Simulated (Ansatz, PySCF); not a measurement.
System: CHO, charge 1, multiplicity 1. It need not be the lowest isomer of its formula. 
Structure (B3LYP-D3(BJ)/def2-TZVP (Ansatz, an electronic-structure program) minimum search):
```
C
O 1 1.1014
H 1 1.0964 2 180.00
```
Charge +1, spin multiplicity 1.

Total electronic energies in hartree. Correlated levels leave the core frozen unless marked. No spin-orbit coupling. Non-relativistic. CBS marks a two-point X^-3 extrapolation of the correlation energy; Hartree-Fock from the larger set (for Q and 5 zeta extrapolated as (X+1)exp(-9√X)).

```json
[
 {"level": "HF/cc-pVQZ", "program": "Ansatz", "energy (Eh)": "-113.01959"},
 {"level": "RI-HF/cc-pVQZ", "program": "Ansatz", "energy (Eh)": "-113.01947"},
 {"level": "PBE0/STO-3G", "program": "Ansatz", "energy (Eh)": "(withheld)"},
 {"level": "PBE0/def2-TZVP", "program": "Ansatz", "energy (Eh)": "(withheld)"},
 {"level": "TPSSh-D3(BJ)/def2-TZVPD", "program": "PySCF + dftd3", "energy (Eh)": "-113.59954"},
 {"level": "LC-wPBE-D3(BJ)/def2-TZVPD", "program": "Ansatz + dftd3", "energy (Eh)": "-113.51879"},
 {"level": "MP2/cc-pVTZ", "program": "Ansatz", "energy (Eh)": "-113.37430"},
 {"level": "RI-MP2/cc-pVTZ", "program": "Ansatz", "energy (Eh)": "-113.37417"},
 {"level": "CCSD/6-31G", "program": "Ansatz", "energy (Eh)": "-113.11536"},
 {"level": "CCSD/aug-cc-pVTZ", "program": "Ansatz", "energy (Eh)": "-113.37983"},
 {"level": "CCSD(T)/STO-3G", "program": "Ansatz", "energy (Eh)": "-111.65968"},
 {"level": "CCSD(T)/def2-SVPD", "program": "Ansatz", "energy (Eh)": "-113.20396"},
 {"level": "CCSD(T)/aug-cc-pVTZ", "program": "Ansatz", "energy (Eh)": "-113.39711"},
 {"level": "CCSDT(Q)/cc-pVDZ", "program": "Ansatz", "energy (Eh)": "-113.29482"},
 {"level": "CCSD(T)/CBS(cc-pVQZ,cc-pV5Z)", "program": "Ansatz", "energy (Eh)": "-113.4416"}
]
```

Problem. Fill in the missing entries.

Solution. 
- PBE0/STO-3G, energy (Eh): -111.93225
- PBE0/def2-TZVP, energy (Eh): -113.46658
